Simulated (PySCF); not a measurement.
Br2Hf, SMILES [Hf]([Br])[Br], multiplicity 1.

Geometry optimised at PBE-D3(BJ)/def2-SVP. The multiplicity is an assumed one; other spin states were not compared. The def2 effective core potentials stand for the cores of Hf; spin–orbit coupling is left out.

Calculation: CAM-B3LYP/def2-TZVPD in PySCF.

Symmetry labels are those of the subgroup C2v that the program uses (full group C2v).

Computed valence orbital energies around the gap with their symmetry:
```
orbital  symmetry  energy (eV)
-------  --------  -----------
HOMO−7         B2       -22.98
HOMO−6         A1       -12.21
HOMO−5         B2       -10.87
HOMO−4         A2       -10.63
HOMO−3         B2       -10.38
HOMO−2         A1       -10.36
HOMO−1         B1       -10.29
HOMO           A1        -7.15
LUMO           A1        -1.79
LUMO+1         B1        -1.79
LUMO+2         B2        -1.04
LUMO+3         A2        -1.03
```
